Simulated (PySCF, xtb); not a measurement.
s-indacene (C₁₂H₈), SMILES C1=Cc2cc3c(cc2=C1)C=CC=3.

xtb 6.7.1 with GFN2-xTB at its own geometry gives an orbital gap of 0.84 eV and a dipole moment of 0.00 D.

Geometry optimised at PBE-D3(BJ)/def2-SVP.

Task: What does PBE/def2-SVP (PySCF) give? (Estimate from the structure and the level; the computed values follow.)

Result: gap 1.00 eV (levels -4.80 and -3.80 eV), dipole 0.00 D.
